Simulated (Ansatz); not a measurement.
`[CH3][GeH2][TeH]` and `[CH3][GeH]([OH])[TeH]` differ in one atom or group.

Ansatz, PBE0-D4/def2-TZVP geometries, multiplicity 1. Each molecule was computed in one conformer, which needn't be the lowest.

Elements past krypton have def2 core potentials. Scalar relativity is left out up to krypton.

| property | `[CH3][GeH2][TeH]` |
| --- | --- |
| size of the dipole moment (PBE/def2-TZVPP) / D | 1.44 |
| HOMO–LUMO gap (PBE/def2-TZVPP) / eV | 3.85 |
| LUMO energy (ωB97M-V/def2-TZVPP) / eV | 1.12 |
| LUMO energy (B3LYP/def2-TZVPP) / eV | -0.89 |
| LUMO energy (PBE/def2-TZVPP) / eV | -1.44 |
| size of the dipole moment (B3LYP/def2-TZVPP) / D | 1.44 |

Question: What does the change do to each property? (Estimate.)

Answer: The calculation gave: 
| property | `[CH3][GeH]([OH])[TeH]` | shift |
| --- | --- | --- |
| size of the dipole moment (PBE/def2-TZVPP) / D | 0.58 | -0.86 |
| HOMO–LUMO gap (PBE/def2-TZVPP) / eV | 4.02 | 0.17 |
| LUMO energy (ωB97M-V/def2-TZVPP) / eV | 1.13 | 0.01 |
| LUMO energy (B3LYP/def2-TZVPP) / eV | -0.92 | -0.03 |
| LUMO energy (PBE/def2-TZVPP) / eV | -1.47 | -0.03 |
| size of the dipole moment (B3LYP/def2-TZVPP) / D | 0.65 | -0.79 |

Dipoles are sizes alone; their direction can turn.

B3LYP here is the variant with VWN-RPA as its local correlation; programs differ in this.

Spin–orbit coupling is left out; it splits and shifts lone-pair levels of the heavy atoms by tenths of an eV.
